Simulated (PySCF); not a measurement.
Job file and geometry (Å, from GFN2-xTB) of an NMR shielding run on `FC([CH2][AlH2-][N+](C)(C)C)(F)F`, C5H13AlF3N, GIAO PBE0/pcSseg-1 NMR shielding, non-relativistic, gas phase (PySCF); density fitting, a coarse starting grid and PySCF grid level 2 are the driver's defaults:

```
$ OMP_NUM_THREADS=1 python probes_run.py task.json out

{"job": {"kind": "nmr", "xc": "PBE0", "basis": "pcSseg-1"}, "charge": 0, "multiplicity": 1}
C     -1.342070     1.364457    -0.610527
N     -1.153297     0.030580    -0.063468
C     -2.109670    -0.213997     0.999869
C     -1.284091    -0.985030    -1.096530
Al     0.635166    -0.116997     0.895180
C      1.958633     0.320184    -0.620802
C      3.019148    -0.259785     0.238818
F      4.255002     0.270276     0.144792
F      3.173188    -1.578618     0.088947
F      2.677384    -0.097996     1.566634
H     -2.362276     1.508354    -0.980617
H     -1.134337     2.093476     0.172662
H     -0.635414     1.523533    -1.423773
H     -3.142399    -0.165780     0.641334
H     -1.961966     0.525718     1.783957
H     -1.919146    -1.196889     1.426836
H     -2.297059    -1.010232    -1.511105
H     -0.571535    -0.782455    -1.894772
H     -1.045575    -1.956567    -0.663049
H      0.544253    -1.615328     1.328295
H      0.435390     1.067438     1.899859
H      2.172707     1.395182    -0.687661
H      2.083211    -0.092537    -1.624798
```

Q: What does the program print?

A: 
```
coarse grid: 19440 points
cycle   1  E = -794.0928860069  dE =  1.239e+00  |g| = 8.907e-01  |ddm| = 3.976e+00
cycle   2  E = -794.0063049297  dE =  8.658e-02  |g| = 1.211e+00  |ddm| = 1.075e+00
cycle   3  E = -794.2371537276  dE = -2.308e-01  |g| = 8.599e-02  |ddm| = 5.839e-01
cycle   4  E = -794.2383813108  dE = -1.228e-03  |g| = 4.126e-02  |ddm| = 9.297e-02
cycle   5  E = -794.2387493908  dE = -3.681e-04  |g| = 6.815e-03  |ddm| = 3.698e-02
cycle   6  E = -794.2387608109  dE = -1.142e-05  |g| = 1.635e-03  |ddm| = 8.589e-03
cycle   7  E = -794.2387613673  dE = -5.564e-07  |g| = 4.307e-04  |ddm| = 1.690e-03
final grid: 183576 points
cycle   8  E = -794.3153487862  dE = -7.724e-05  |g| = 9.955e-03  |ddm| = 3.625e-02
cycle   9  E = -794.3153391061  dE =  9.680e-06  |g| = 1.230e-02  |ddm| = 1.693e-02
cycle  10  E = -794.3153723288  dE = -3.322e-05  |g| = 1.283e-03  |ddm| = 9.046e-03
cycle  11  E = -794.3153725908  dE = -2.620e-07  |g| = 3.044e-04  |ddm| = 8.393e-04
cycle  12  E = -794.3153726065  dE = -1.571e-08  |g| = 6.567e-05  |ddm| = 2.034e-04
cycle  13  E = -794.3153726072  dE = -6.919e-10  |g| = 2.483e-05  |ddm| = 6.878e-05
converged SCF energy = -794.3153726072

GIAO shielding tensors (ppm)
atom      isotropic    diamagn.    paramagn.     s11        s22        s33       span
  0 C      140.174     248.997    -108.824    115.906    119.871    184.745     68.839
  1 N      227.608     323.102     -95.494    207.315    236.721    238.787     31.472
  2 C      140.772     248.393    -107.622    116.598    119.743    185.974     69.376
  3 C      140.041     249.069    -109.028    116.164    119.589    184.370     68.206
  4 Al     438.009     798.065    -360.056    396.418    423.838    493.771     97.354
  5 C      168.830     254.244     -85.413    150.731    155.990    199.770     49.039
  6 C       43.790     248.048    -204.258     25.047     38.855     67.468     42.421
  7 F      221.491     467.686    -246.194    124.712    205.849    333.912    209.200
  8 F      237.580     473.739    -236.159    146.186    237.410    329.143    182.957
  9 F      224.234     479.780    -255.546    135.674    209.558    327.468    191.794
 10 H       29.745      30.551      -0.806     25.934     27.086     36.214     10.281
 11 H       28.766      31.565      -2.799     24.499     27.012     34.788     10.289
 12 H       29.254      32.336      -3.081     24.426     28.706     34.630     10.204
 13 H       29.860      29.738       0.122     26.106     27.022     36.452     10.346
 14 H       28.830      30.800      -1.970     24.300     27.252     34.937     10.638
 15 H       28.867      30.772      -1.905     24.333     27.290     34.979     10.646
 16 H       29.721      30.638      -0.916     25.939     27.111     36.114     10.176
 17 H       29.104      32.408      -3.304     24.214     28.454     34.644     10.430
 18 H       28.764      31.620      -2.856     24.558     27.079     34.656     10.098
 19 H       27.897      33.139      -5.243     23.481     28.931     31.277      7.796
 20 H       27.904      33.035      -5.131     23.368     28.585     31.759      8.392
 21 H       30.226      31.771      -1.546     26.365     29.538     34.774      8.409
 22 H       30.446      31.791      -1.345     26.655     29.345     35.339      8.684
```

Size and cost of the density-fitted run: 242 basis functions, 2.5 min wall time on 1 thread of an Intel Xeon, shared host; peak memory 1.1 GiB.
